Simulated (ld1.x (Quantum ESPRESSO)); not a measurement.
## Scattering properties, ultrasoft potential for P (Z = 15)

- Element: phosphorus
- Generator: ld1.x (Quantum ESPRESSO) 7.5
- Type: ultrasoft
- Functional: BLYP
- Relativity: scalar-relativistic
- Frozen core: [Ne]
- Valence charge: 5
- Reference configuration: 3s2 3p3
- Partial waves: 3s (bound): rcut 1.15, rcutus 1.45 bohr; 3s channel at 2.6 Ry: rcut 1.15, rcutus 1.45 bohr; 3p (bound): rcut 1.40, rcutus 1.90 bohr; 3p channel at 3.25 Ry: rcut 1.40, rcutus 1.90 bohr; 3d channel at -0.05 Ry: rcut 1.50, rcutus 1.75 bohr
- Local potential: all-electron potential smoothed inside 1.60 bohr (lloc = -1)
- Core correction: none
- Augmentation charge: built from norm-conserving waves at rcut, not smoothed further

The phase is arctan(r·u′/u) with u = r·R(r), unwrapped; energies in Ry, scanned from -3 to 5 Ry. A pole is an energy at which the radial function vanishes at the test radius. The pseudo phase is shifted by a multiple of π to meet the all-electron one at the reference energy, and phase errors are pseudo minus all-electron; the curves can meet again beyond the range given. Levels narrower than the energy grid can be missing from the lists of poles.

| channel | radius (bohr) | reference energy (Ry) | poles, all-electron | poles, pseudo | unbroken range about the reference energy with phases within 0.05 rad | phase error 1 Ry above the reference energy (rad) |
| --- | --- | --- | --- | --- | --- | --- |
| s | 2.06 | -1.02 | 0.93 | 0.93 | the whole range | -0.000 |
| p | 2.06 | -0.39 | 1.99 | 1.98 | the whole range | -0.001 |
| d | 2.06 | -0.05 | 3.03 | 3.12 | below 4.9 | +0.006 |

Phases in the s channel:

```tsv
E (Ry)	all-electron	pseudo
-3.00	1.130	1.129
-2.76	1.081	1.081
-2.52	1.017	1.016
-2.28	0.925	0.925
-2.04	0.789	0.789
-1.80	0.576	0.575
-1.56	0.235	0.235
-1.32	-0.232	-0.232
-1.08	-0.675	-0.675
-0.84	-0.980	-0.980
-0.60	-1.170	-1.171
-0.36	-1.294	-1.294
-0.12	-1.379	-1.379
0.12	-1.441	-1.441
0.36	-1.489	-1.489
0.60	-1.528	-1.528
0.84	-1.560	-1.560
1.08	-1.587	-1.588
1.32	-1.612	-1.612
1.56	-1.635	-1.635
1.80	-1.656	-1.656
2.04	-1.676	-1.676
2.28	-1.696	-1.696
2.52	-1.716	-1.716
2.76	-1.737	-1.737
3.00	-1.759	-1.759
3.24	-1.783	-1.782
3.48	-1.809	-1.808
3.72	-1.838	-1.837
3.96	-1.873	-1.871
4.20	-1.913	-1.910
4.44	-1.962	-1.958
4.68	-2.025	-2.018
4.92	-2.106	-2.096
```
